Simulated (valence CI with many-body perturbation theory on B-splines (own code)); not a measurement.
# Energy levels of Os⁷¹⁺

Computed by relativistic CI+MBPT: three valence electrons over a frozen Dirac-Fock core [He], radial functions for each j: 11 s, 11 p, 10 d, 8 f, 5 g, 2 h, with the one-electron correlation potential Σ1 (screened to all orders), the two-electron term Σ2, the three-electron term Σ3, Breit, model QED; selected single and double excitations, second order for the rest, scaled by the run's own slope (own B-spline code, finite nucleus).

No measured spectrum was set against this ion. As an estimate, large intervals hold to a few tenths of a per cent, small ones and those within an open d or f shell to about a per cent.

Levels 136 to 165 of 165, with energies above the lowest level, (2s^2 2p1/2) J=1/2. "Leading %" is the weight of the configuration and term that name the level; weights of strongly mixed levels are sums over their largest components and can fall short. In the jj column 3d3/2^4 stands for four electrons in 3d with j = 3/2. Lifetimes count E1, E2, E3, M1 and M2 decay at the calculated energies, and are blank where another channel may lead or the interval is too uncertain; long ones can be off by a factor of two.

```
No.  Configuration  Term    J  E (Ry)  Leading %              Leading jj  Lifetime      g
136          2p²4s    ⁴P  1/2  1157.9         43       2p1/2^2 4s (93 %)   5.16 fs  1.963
137          2p²3p   ²P°  3/2  1158.4         61   2p3/2^2 3p3/2 (100 %)   1.86 fs  1.297
138         2s2p4d   ²F°  7/2  1159.1         41  2s 2p1/2 4d5/2 (100 %)   1.27 fs  1.222
139         2s2p4d   ²F°  5/2  1159.4         38  2s 2p1/2 4d5/2 (100 %)   1.28 fs  1.150
140         2s2p4f    ⁴F  7/2  1159.4         27  2s 2p1/2 4f7/2 (100 %)   2.61 fs  1.140
141         2s2p4d   ²P°  3/2  1159.5         39   2s 2p1/2 4d5/2 (99 %)   1.30 fs  1.134
142         2s2p4f    ²G  7/2  1160.0         40   2s 2p1/2 4f5/2 (96 %)   2.34 fs  0.982
143          2p²4p   ²P°  1/2  1160.0         46    2p1/2^2 4p1/2 (96 %)   3.19 fs  0.650
144         2s2p4f    ⁴G  5/2  1160.1         30   2s 2p1/2 4f5/2 (99 %)   2.42 fs  0.912
145         2s2p4f    ⁴F  3/2  1160.1         43   2s 2p1/2 4f5/2 (93 %)   2.02 fs  0.703
146          2p²3d    ²D  3/2  1160.1         28    2p3/2^2 3d3/2 (93 %)    592 as  1.130
147          2p²3d    ²F  7/2  1160.2         37    2p3/2^2 3d3/2 (97 %)    582 as  1.073
148          2p²3d    ⁴D  5/2  1160.2         28    2p3/2^2 3d3/2 (98 %)    549 as  1.128
149          2p²3d    ⁴P  1/2  1160.6         49    2p3/2^2 3d3/2 (99 %)    460 as  1.667
150          2p²3p   ²P°  3/2  1160.7         63   2p3/2^2 3p3/2 (100 %)   1.82 fs  1.310
151         2s2p4f    ²G  9/2  1161.9         42  2s 2p1/2 4f7/2 (100 %)   2.62 fs  1.171
152         2s2p4f    ⁴D  7/2  1162.0         31  2s 2p1/2 4f7/2 (100 %)   2.62 fs  1.136
153         2s2p4f    ²D  5/2  1162.0         40  2s 2p1/2 4f7/2 (100 %)   2.61 fs  1.085
154          2p²3d    ²D  3/2  1165.5         69    2p3/2^2 3d3/2 (98 %)    579 as  0.814
155          2p²3d    ²F  7/2  1168.1         51   2p3/2^2 3d5/2 (100 %)   29.6 fs  1.225
156          2p²3d    ⁴F  9/2  1168.1         65   2p3/2^2 3d5/2 (100 %)   30.2 fs  1.230
157          2p²3d    ²P  1/2  1169.4         60    2p3/2^2 3d5/2 (99 %)    938 as  1.171
158          2p²3d    ²D  5/2  1171.4         59    2p3/2^2 3d5/2 (99 %)    457 as  1.193
159          2p²3d    ²P  3/2  1171.5         43    2p3/2^2 3d5/2 (98 %)    374 as  1.187
160          2p²3d    ²D  5/2  1174.6         67    2p3/2^2 3d5/2 (99 %)    691 as  1.181
161          2p²4p   ²P°  3/2  1175.2         36    2p1/2^2 4p3/2 (98 %)   3.20 fs  1.325
162          2p²4d    ²D  3/2  1176.6         43    2p1/2^2 4d3/2 (98 %)   3.48 fs  0.789
163          2p²4d    ²D  5/2  1181.0         37    2p1/2^2 4d5/2 (98 %)   1.28 fs  1.192
164          2p²4f   ²F°  5/2  1181.5         42    2p1/2^2 4f5/2 (98 %)   2.57 fs  0.848
165          2p²4f   ²F°  7/2  1183.4         38    2p1/2^2 4f7/2 (98 %)   2.64 fs  1.135
```

Where two levels of one J and parity lie close, their mixing, g and order are uncertain.
